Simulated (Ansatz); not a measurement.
Total energies of C₃H₉NSi (`C/C=N/C[SiH3]`).

```xyz
14

C     0.234    2.452   -0.624
C     0.075    0.980   -0.766
N    -0.624    0.297    0.032
C    -0.693   -1.126   -0.156
Si    0.210   -1.994    1.260
H     1.290    2.712   -0.495
H    -0.333    2.814    0.232
H    -0.107    2.964   -1.530
H     0.599    0.505   -1.611
H    -0.276   -1.465   -1.119
H    -1.740   -1.444   -0.116
H     1.646   -1.609    1.244
H    -0.383   -1.617    2.567
H     0.104   -3.469    1.081
```

Total charge 0; spin multiplicity 1. The geometry is a stationary point of PBE0-D4/def2-TZVP. It is one conformer, not always the lowest. Basis def2-TZVPP, Ansatz 0.2.0.

RPA on PBE orbitals: Hartree–Fock energy of these orbitals -462.21924 Eh, correlation -1.43437 Eh (frozen core).

| functional | energy without D4 (Eh) | D4 term (kJ/mol) |
| --- | --- | --- |
| LDA (SPW92) | -461.27614 | – |
| PBE | -463.63973 | -26.1 |
| r2SCAN | -463.89221 | -6.8 |
| B97M-V | -463.94745 | – |
| B3LYP | -464.06018 | -41.5 |
| r2SCANh | -463.88276 | -7.2 |
| r2SCAN0 | -463.86977 | -7.9 |
| HSE06 (plane-wave form) | -463.67357 | -20.4 |
| BHLYP | -463.91798 | -29.8 |
| CAM-B3LYP | -463.93882 | -22.1 |
| LC-ωPBE | -463.82389 | – |
| ωB97X-V | -463.93019 | – |
| B2PLYP | -463.74819 | – |
| PBE-QIDH | -463.57968 | – |

**Question.** Give the same for revPBE, BLYP, PBE0, ωB97M-V. (An estimate is asked.)

**Answer.** Ansatz gave: 
```
functional  energy without D4 (Eh)  D4 term (kJ/mol)
    revPBE              -463.91345             -85.6
      BLYP              -463.93919             -57.6
      PBE0              -463.69063             -22.0
   ωB97M-V              -463.91187                 –
```

B3LYP takes the VWN-RPA correlation (the form of Gaussian; ORCA's B3LYP/G). HSE06 is the plane-wave form, built on full-range PBE exchange. The double hybrids freeze the cores in their second-order part.

LC-ωPBE has ω = 0.4 bohr⁻¹.
